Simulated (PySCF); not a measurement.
Level of theory: structure optimised with PBE0-D3(BJ)/def2-SVP, shieldings: GIAO PBE0/pcSseg-1, in PySCF 2.14 (non-relativistic, equivalent nuclei averaged, isolated molecule, one computed conformer).

Shifts are taken against calculated references (same method and geometry level): TMS for ¹H and ¹³C. Shifts are as computed. Against solution values, carbons near 30 ppm lie about +2 ppm off and those near 130 ppm about +5 ppm. Of 1313 compounds with measured shifts, 239 miss one by over three times the rms of a fit or turn the order of signals round; such compounds aren't used in these exercises. OH and NH positions are gas-phase values without hydrogen bonding to other molecules.

Q: Order these molecules by the shift of their most deshielded carbon, lowest δ first.
A. C[SiH2]S[C@]12C[C@H]1C2
B. C[C@@H]1C[C@@H]2CC[C@H]1N2
C. C=[PH3]
D. C#C[Si@H](Cl)N=C
E. C/C=C\C=C/S[SiH3]

A: C (-28.8 ppm, carbon double-bonded to a heavier main-group atom), A (40.2 ppm, three-membered-ring carbon), B (62.8 ppm, sp3 CH bonded to N), E (136.0 ppm, alkene CH), D (180.4 ppm, C=N carbon).

Q: Order these molecules by the shift of their most shielded carbon-bound hydrogen, lowest δ first.
A. C[SiH2]S[C@]12C[C@H]1C2
B. C=[PH3]
C. C#C[Si@H](Cl)N=C
D. C/C=C/C=C\S[SiH3]

A: B (-0.86 ppm, hydrogen on a carbon double-bonded to a heavier main-group atom), A (0.52 ppm, hydrogen on a methyl carbon bonded to Si), D (1.96 ppm, hydrogen on an allylic methyl carbon), C (2.59 ppm, hydrogen on a terminal alkyne carbon).

Q: How many ¹³C and ¹H signals does each give (equivalence by symmetry and fast rotation, but not about amide C–N or C=N bonds)? `C=[PH3]`, `C/C=C/C=C\S[SiH3]`, `CN(C)[Si](N(C)C)(N(C)C)N(C)C`, `C/C=C\C=C/S[SiH3]`, `C[SiH2]S[C@]12C[C@H]1C2`, `C[C@@H]1C[C@@H]2CC[C@H]1N2`, `C#C[Si@H](Cl)N=C`

A: C=[PH3]: 1 C, 2 H; C/C=C/C=C\S[SiH3]: 5 C, 6 H; CN(C)[Si](N(C)C)(N(C)C)N(C)C: 1 C, 1 H; C/C=C\C=C/S[SiH3]: 5 C, 6 H; C[SiH2]S[C@]12C[C@H]1C2: 4 C, 5 H; C[C@@H]1C[C@@H]2CC[C@H]1N2: 7 C, 11 H; C#C[Si@H](Cl)N=C: 3 C, 4 H.
